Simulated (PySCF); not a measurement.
Species: MoO2Br2 (singlet state).
Geometry (PBE0-D3(BJ)/def2-SVP, Å), atoms numbered from 1 in this order:
```xyz
5
Br2MoO2 angstrom
Mo     0.1258   -0.0254    0.0812
O      0.0372   -0.1136    1.7375
O      1.7387   -0.0432   -0.3135
Br    -0.8834    2.0138   -0.6889
Br    -0.9435   -1.9420   -0.8783
```

Method: PBE0-D3(BJ)/def2-SVP geometry optimisation, gas phase, def2 core potentials past Kr (PySCF 2.14.0).

Which atoms are bound to Mo1, and at what distances?

4 atoms: O3 1.661 Å, O2 1.661 Å, Br5 2.395 Å, Br4 2.402 Å.

List the angles at Mo1.

```tsv
angle	degrees	distance of the outer atoms (Å)
Br4–Mo1–Br5	111.3	3.96
O2–Mo1–Br4	110.0	3.36
O3–Mo1–Br4	109.9	3.35
O2–Mo1–Br5	109.5	3.34
O3–Mo1–Br5	109.3	3.33
O2–Mo1–O3	106.8	2.67
```

What is the shape at Mo1?

Tetrahedral: angles from 106.8° to 111.3°; τ4 = (360° − α − β)/141° = 0.98 with α and β the two widest (0 for a square, 1 for a tetrahedron). Differences among atoms that C2v makes equivalent are scatter left by the optimiser.

What are the rotational constants (commonest isotopes, rigid rotor)?

A = 1927, B = 747.7, C = 612.9 MHz: an asymmetric top.

Point group: C2v (every atom within 0.08 Å of its image). Charge 0, singlet. PBE0-D3(BJ)/def2-SVP frequencies: not computed here.

On one thread, Arm Neoverse V2 (aarch64), no GPU (shared host), this took 94 s wall and 0.50 GiB of memory at its peak. That covers the optimisation of the geometry.
